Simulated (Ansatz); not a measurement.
`[InH3]` and `[GaH3]` differ in one element.

Ansatz, PBE0-D4/def2-TZVP geometries, multiplicity 1. 

Elements past krypton have def2 core potentials. Scalar relativity is left out up to krypton.

| property | `[InH3]` |
| --- | --- |
| HOMO energy (PBE0/def2-TZVPP) / eV | -8.17 |
| LUMO energy (ωB97M-V/def2-TZVPP) / eV | -0.43 |
| HOMO–LUMO gap (PBE/def2-TZVPP) / eV | 4.34 |
| LUMO energy (PBE/def2-TZVPP) / eV | -2.66 |
| HOMO energy (ωB97M-V/def2-TZVPP) / eV | -10.37 |
| size of the dipole moment (ωB97M-V/def2-TZVPP) / D | 0.00 |

(1) Give the same properties after the change, and the shifts. (Estimate.)

Results:

(1) Ansatz gave: 
```json
{"property": "HOMO energy (PBE0/def2-TZVPP) / eV", "`[GaH3]`": "-8.60", "shift": "-0.43"}
{"property": "LUMO energy (ωB97M-V/def2-TZVPP) / eV", "`[GaH3]`": "-0.12", "shift": "0.31"}
{"property": "HOMO–LUMO gap (PBE/def2-TZVPP) / eV", "`[GaH3]`": "4.69", "shift": "0.35"}
{"property": "LUMO energy (PBE/def2-TZVPP) / eV", "`[GaH3]`": "-2.66", "shift": "0.00"}
{"property": "HOMO energy (ωB97M-V/def2-TZVPP) / eV", "`[GaH3]`": "-10.83", "shift": "-0.46"}
{"property": "size of the dipole moment (ωB97M-V/def2-TZVPP) / D", "`[GaH3]`": "0.00", "shift": "0.00"}
```

With PBE0 the HOMO falls by 0.43 eV and the LUMO rises by 0.07 eV, so the gap widens by about 0.50 eV. PBE moves the HOMO by -0.35 eV and ωB97M-V by -0.46 eV.
